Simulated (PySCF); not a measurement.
SMILES CCC1=CC=C[C@H]1C, C8H12

Molfile (atoms numbered from 1):
```
C8H12
     RDKit          3D

 20 20  0  0  0  0  0  0  0  0999 V2000
    2.6997   -0.1611   -0.2049 C   0  0  0  0  0  0  0  0  0  0  0  0
    1.4050   -0.4917    0.5271 C   0  0  0  0  0  0  0  0  0  0  0  0
    0.2147    0.2308   -0.0090 C   0  0  0  0  0  0  0  0  0  0  0  0
    0.1219    1.0620   -1.0581 C   0  0  0  0  0  0  0  0  0  0  0  0
   -1.2430    1.5314   -1.1911 C   0  0  0  0  0  0  0  0  0  0  0  0
   -1.9929    0.9955   -0.2233 C   0  0  0  0  0  0  0  0  0  0  0  0
   -1.1457    0.1023    0.6338 C   0  0  1  0  0  0  0  0  0  0  0  0
   -1.6681   -1.3351    0.6698 C   0  0  0  0  0  0  0  0  0  0  0  0
    2.6300   -0.4482   -1.2511 H   0  0  0  0  0  0  0  0  0  0  0  0
    3.5332   -0.6969    0.2438 H   0  0  0  0  0  0  0  0  0  0  0  0
    2.9063    0.9049   -0.1507 H   0  0  0  0  0  0  0  0  0  0  0  0
    1.2231   -1.5701    0.4656 H   0  0  0  0  0  0  0  0  0  0  0  0
    1.5155   -0.2494    1.5896 H   0  0  0  0  0  0  0  0  0  0  0  0
    0.9142    1.3617   -1.7199 H   0  0  0  0  0  0  0  0  0  0  0  0
   -1.5677    2.2102   -1.9606 H   0  0  0  0  0  0  0  0  0  0  0  0
   -3.0438    1.1387   -0.0496 H   0  0  0  0  0  0  0  0  0  0  0  0
   -1.1119    0.4886    1.6589 H   0  0  0  0  0  0  0  0  0  0  0  0
   -2.6818   -1.3577    1.0630 H   0  0  0  0  0  0  0  0  0  0  0  0
   -1.0372   -1.9573    1.3002 H   0  0  0  0  0  0  0  0  0  0  0  0
   -1.6766   -1.7481   -0.3363 H   0  0  0  0  0  0  0  0  0  0  0  0
  1  2  1  0
  2  3  1  0
  3  4  2  0
  4  5  1  0
  5  6  2  0
  6  7  1  0
  7  8  1  0
  7  3  1  0
  1  9  1  0
  1 10  1  0
  1 11  1  0
  2 12  1  0
  2 13  1  0
  4 14  1  0
  5 15  1  0
  6 16  1  0
  7 17  1  1
  8 18  1  0
  8 19  1  0
  8 20  1  0
M  END
```

The calculation used GIAO PW91/def2-SVP magnetisability, non-relativistic, IEF-PCM water (PySCF 2.14.0). Geometry: GFN2-xTB.

Question: How diamagnetic is it, and how anisotropic?

Answer: Isotropic -1323 × 10⁻³⁰ J/T², or -79.7 × 10⁻⁶ cm³/mol; principal values -1692, -1160, -1118 × 10⁻³⁰ J/T², anisotropy 555 × 10⁻³⁰ J/T² (root of half the summed squared differences of the principal values). The susceptibility is in cgs units.

Question: Split it along the inertial axes a, b, c into diamagnetic and paramagnetic parts about the centre of mass, with the quadrupole moment.

Answer: 
```
axis  χ (10⁻⁶ cm³/mol)  diamagnetic (10⁻⁶ cm³/mol)  paramagnetic (10⁻⁶ cm³/mol)  summed x² of all electrons (Å²)  quadrupole Θ (D Å)
   a             -70.2                      -494.3                        424.1                            181.4               +1.03
   b             -70.0                      -865.0                        795.0                             94.1               +1.93
   c             -98.9                     -1168.9                       1070.0                             22.4               -2.96
```
Anisotropies 2χaa − χbb − χcc = +28.4 and 2χbb − χaa − χcc = +29.2 × 10⁻⁶ cm³/mol. Θ is traceless in Buckingham's convention.
